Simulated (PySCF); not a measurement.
An element was calculated at UHF (PySCF 2.14, spin-free X2C, a triple-zeta basis, no spin-orbit coupling), in the ground configurations that NIST lists.

```
first ionisation energy  : 5.061 eV
second ionisation energy : 11.146 eV
third ionisation energy  : 19.437 eV
```

Which element is it?

Thulium (Tm, Z = 69), in x2c-TZVPPall. NIST lists 6.184, 12.065 ± 0.02, 23.66 ± 0.03 eV for these ionisation energies.
